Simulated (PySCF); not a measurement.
Relaxation of singlet TeOF4

All numbers come from PBE in PySCF with Te def2-SVP with ECP28, O def2-SVP, F def2-SVP; scalar-relativistic core potentials, no spin–orbit coupling; density-fitted integrals. A (50,194) grid was used.

A hand-made square pyramidal (ligand arrangement 2) start, of C4v symmetry, held to at least that symmetry:

```xyz
6
charge 0 multiplicity 1, angstrom
Te    0.0000    0.0000    0.0090
O     0.0000    0.0000    1.8590
F     1.9563    0.0000   -0.4068
F     0.0000    1.9563   -0.4068
F    -1.9563    0.0000   -0.4068
F     0.0000   -1.9563   -0.4068
```

Optimiser trace:
```tsv
step	E − E(last) (kJ/mol)	largest gradient (Eh/bohr)
0	62.11	0.05755
1	9.80	0.01746
2	0.30	0.01159
3	0.03	0.00258
4	0.00	0.00046
5	0.00	0.00012
```

It ends at C4v with Te–F 1.930 Å (×4), Te–O 1.808 Å; F–Te–F 82.9° (×4), F–Te–F 138.9° (×2), F–Te–O 110.5° (×4) (after a last refinement on a finer grid). A frequency run shows 1 imaginary mode, down to 81i cm⁻¹, so it is a saddle point.

Final geometry:
Coordinates in bohr (charge 0 multiplicity 1):
```
Te    0.0000    0.0000    0.1918
O     0.0000    0.0000    3.6076
F     3.4156    0.0000   -1.0873
F     0.0000    3.4156   -1.0873
F    -3.4156    0.0000   -1.0873
F     0.0000   -3.4156   -1.0873
```

The relaxation took roughly 100 core-seconds on a shared host.
